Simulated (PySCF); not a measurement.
**Field gradients at the hydrogen positions**

Compound: C7H7ClO.
Z-matrix (Å and degrees, GFN2-xTB geometry), rows numbered from 1:
```
C 
O   1  1.4092
C   2  1.3527  1  115.63
C   3  1.3502  2  131.77  1    -0.12
C   4  1.4522  3  108.15  2  -179.96
C   5  1.3465  4  110.04  3     0.02
C   6  1.4533  5  107.94  4    -0.00
C   7  1.3372  3  124.03  2     0.00
Cl  8  1.7023  7  123.51  3   179.90
H   1  1.0882  2  106.32  3  -179.94
H   1  1.0944  2  111.03  3    60.84
H   1  1.0944  2  111.01  3   -60.68
H   4  1.0734  3  128.00  2     0.10
H   5  1.0750  4  123.23  3   179.95
H   6  1.0724  5  128.01  4  -179.98
H   8  1.0800  7  121.82  3    -0.06
```

Level: PBE0/pcSseg-1 (PySCF, non-relativistic); Q(2H) = 0.00286 b; rigid geometry, the same for H and D, with no vibrational averaging.

Question: Rank these positions by the coupling χzz of a deuteron there, largest first.
A. H14 (vinylic hydrogen)
B. H10 (methyl hydrogen)
C. H11 (methyl hydrogen)
D. H13 (vinylic hydrogen)
E. H16 (vinylic hydrogen)

Answer: D (233 kHz), A (228 kHz), E (214 kHz), B (205 kHz), C (196 kHz).

Question: Give the electric field gradient Vzz (the principal value of largest size), its asymmetry and the 2H coupling at each hydrogen.

Answer: 
```json
{"atom": "H10", "bonded to": "C1", "bond length (Å)": "1.088", "Vzz (au)": "0.3051", "η": "0.08", "χzz (kHz)": "205"}
{"atom": "H11", "bonded to": "C1", "bond length (Å)": "1.094", "Vzz (au)": "0.2914", "η": "0.08", "χzz (kHz)": "196"}
{"atom": "H12", "bonded to": "C1", "bond length (Å)": "1.094", "Vzz (au)": "0.2914", "η": "0.08", "χzz (kHz)": "196"}
{"atom": "H13", "bonded to": "C4", "bond length (Å)": "1.073", "Vzz (au)": "0.3468", "η": "0.09", "χzz (kHz)": "233"}
{"atom": "H14", "bonded to": "C5", "bond length (Å)": "1.075", "Vzz (au)": "0.3397", "η": "0.04", "χzz (kHz)": "228"}
{"atom": "H15", "bonded to": "C6", "bond length (Å)": "1.072", "Vzz (au)": "0.3461", "η": "0.08", "χzz (kHz)": "233"}
{"atom": "H16", "bonded to": "C8", "bond length (Å)": "1.080", "Vzz (au)": "0.3182", "η": "0.08", "χzz (kHz)": "214"}
```

Question: How does χzz go with the bond length over the 7 C–H bonds?

Answer: A straight-line fit has a slope of -16.9 kHz for each 0.01 Å, with a correlation coefficient of -0.99, over lengths from 1.072 to 1.094 Å. The longer bonds have the smaller couplings here.

Question: Give the 2H NMR doublet splittings at H16 for a magnetic field along the z, y and x axes of the gradient: 3χ/2, 3χ(1 + η)/4, 3χ(1 − η)/4.

Answer: With |χ| = 213.9 kHz and η = 0.076: 321, 173 and 148 kHz, to first order and without motion.

The structure is a single GFN2-xTB conformer in the gas phase; no vibrational or solvent corrections. GFN2-xTB bond lengths can be off by several hundredths of an ångström, more for odd bonds, and the gradients follow them. With a basis this small, the couplings can be 20 % off.
